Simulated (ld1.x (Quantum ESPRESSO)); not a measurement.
# Configuration tests for P (Z = 15) (PAW)

P, PAW, made with ld1.x (Quantum ESPRESSO) 7.5 (PBE, non-relativistic). Core [Ne], reference 3s1.75 3p3.25. Waves: 3s (bound): rcut 1.30, rcutus 1.80 bohr; 3s channel at 1.6 Ry: rcut 1.30, rcutus 1.80 bohr; 3p (bound): rcut 1.60, rcutus 1.85 bohr; 3p channel at 0.4 Ry: rcut 1.60, rcutus 1.85 bohr; 3d channel at -0.15 Ry: rcut 1.20, rcutus 1.60 bohr. Local part: all-electron potential smoothed inside 1.30 bohr (lloc = -1). Core correction: Bessel-smoothed model core, default radius (core density twice the valence density). Augmentation charge: PSQ, inside the norm-conserving radii.

Energies are relative to the spin-unpolarised reference configuration 3s1.75 3p3.25; without spin polarisation the order of configurations can differ from experiment.

```tsv
valence configuration	charge	ΔE all-electron (eV)	error AE − PS (meV)
3s2 3p2	+1	7.643	-0.4
3s2 3p1	+2	26.802	-6.5
3s2 3p3.3	-0.3	-3.409	0.0
3s1 3p4	0	6.348	-0.1
3s2 3p0	+3	56.552	-33
```

Question: What are ΔE and the potential's error for 3s2 3p3?

Answer: ΔE = -2.099 eV all-electron; the error (AE − PS) is 0.0 meV.

Question: What are ΔE and the potential's error for 3s1 3p3?

Answer: ΔE = 16.668 eV all-electron; the error (AE − PS) is -1.3 meV.
